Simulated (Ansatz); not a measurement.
Reaction (formal exchange of groups at a B–C bond): `CCB(O)CC` + `CC(C)(C)S` → `CCB(O)S` + `CCC(C)(C)C`

Program: Ansatz. Geometries: PBE0-D4/def2-TZVP. ΔE: electronic, gas phase. CCSD(T)/CBS is the MP2 limit (def2-TZVPP, def2-QZVPP) plus CCSD(T) − MP2 in def2-TZVPP, frozen cores. One conformer a species, not always the lowest.

```json
{"species": "`CCB(O)CC`", "CCSD(T)/CBS(def2) energy (Eh)": "-258.87610"}
{"species": "`CC(C)(C)S`", "CCSD(T)/CBS(def2) energy (Eh)": "-556.01974"}
{"species": "`CCB(O)S`", "CCSD(T)/CBS(def2) energy (Eh)": "-578.15903"}
{"species": "`CCC(C)(C)C`", "CCSD(T)/CBS(def2) energy (Eh)": "-236.76806"}
```

Work out ΔE.

ΔE = (-578.15903) + (-236.76806) − (-258.87610) − (-556.01974) = -0.03125 Eh = -19.6 kcal/mol.

Largest T1 diagnostic among the species: 0.012.

From BLYP to BHLYP (50 % exact exchange), in def2-TZVPP and without D4, ΔE moves by −1.4 kcal/mol. Leaving LDA and LC-ωPBE aside and taking each functional with its dispersion term where it has one, the values, not all of them listed here, spread over 2.5 kcal/mol, from B97M-V to BLYP-D4. LDA lies −1.7 kcal/mol from PBE without D4.
